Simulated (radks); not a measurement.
Valence configurations of C I (all share [He]). Method: Dirac Kohn-Sham, BLYP, spin-unpolarised, spherical densities, point nucleus; open shells are shared between the two j in proportion to 2j + 1; computed with a radial shooting solver on a logarithmic mesh with Libxc functionals. Energies are relative to 2s2 2p2; eigenvalues in eV.

[
 {"valence": "2s2 2p2", "E (eV)": "0.000", "e(2p1/2)": "-5.244", "e(2p3/2)": "-5.235", "e(2s1/2)": "-13.611"},
 {"valence": "2s1.5 2p2.5", "E (eV)": "4.191", "e(2p1/2)": "-5.453", "e(2p3/2)": "-5.444", "e(2s1/2)": "-13.837"},
 {"valence": "2s1 2p3", "E (eV)": "8.389", "e(2p1/2)": "-5.649", "e(2p3/2)": "-5.640", "e(2s1/2)": "-14.048"},
 {"valence": "2s0.5 2p3.5", "E (eV)": "12.595", "e(2p1/2)": "-5.834", "e(2p3/2)": "-5.825", "e(2s1/2)": "-14.248"},
 {"valence": "2p4", "E (eV)": "16.809", "e(2p1/2)": "-6.009", "e(2p3/2)": "-5.999", "e(2s1/2)": "-"}
]

NIST lists [He] 2s2 2p2 as the ground configuration; this level of theory agrees among the configurations tried. The energies are those of spherical spin-averaged densities, not of single terms.
